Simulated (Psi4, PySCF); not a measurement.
C2H7B, singlet, at a GFN2-xTB geometry, atoms displaced at random by about 0.08 Å a coordinate. Base run: PBE0/STO-3G, gradient in PySCF.

Input for PySCF:
```python
from pyscf import gto, scf, dft

mol = gto.Mole()
mol.atom = '''
    B    -0.43732180   -0.54827792   -0.05354594
    H    -1.05268907   -1.37204031    0.09644819
    C     1.11708021   -0.46486859    0.72772698
    H     1.21458299   -1.01400831    1.65803940
    H     1.50868591    0.52297887    0.93108687
    H     1.71987291   -1.25421735    0.04401467
    C    -0.88219277    0.83795244   -0.77095800
    H    -1.56727817    1.39270215   -0.10683690
    H    -1.54251133    0.51112616   -1.68330026
    H     0.04313230    1.57195779   -0.85077996
'''
mol.basis = 'sto-3g'
mol.verbose = 3
mol.build()

mf = dft.RKS(mol)
mf.xc = 'pbe0'
mf.kernel()
g = mf.nuc_grad_method()
grad = g.kernel()
```

Programs used: Psi4, PySCF; a row that names a program was run with it.

The coordinate followed is x of atom 7.

Each row names what was changed in the base input (with any setting that the change needs).

| change | dE/dx (Eh/bohr) | net force (Eh/bohr) |
|---|---|---|
| base | -0.012297 | 0.000021 |
| finite difference step (bohr) = 0.01; conv_tol = 1e-11 | -0.012295 | - |
| density fitting = on; auxbasis_response = off | -0.012561 | 0.000288 |
| grids.level = 1; grid_response = on | -0.012277 | 0.000000 |
| finite difference step (bohr) = 1e-3; conv_tol = 1e-11 | -0.012297 | - |
| grids.level = 5; grid_response = off | -0.012301 | 0.000000 |
| conv_tol = 1e-11 | -0.012297 | 0.000021 |
| code = psi4 | -0.012293 | 0.000018 |
| finite difference step (bohr) = 0.2; conv_tol = 1e-11 | -0.011443 | - |
| grids.level = 1; grid_response = off | -0.012274 | 0.000026 |
| grids.level = 0; grid_response = on | -0.013465 | 0.000000 |
| density fitting = on | -0.012292 | 0.000021 |

The net force is zero for an exact gradient.
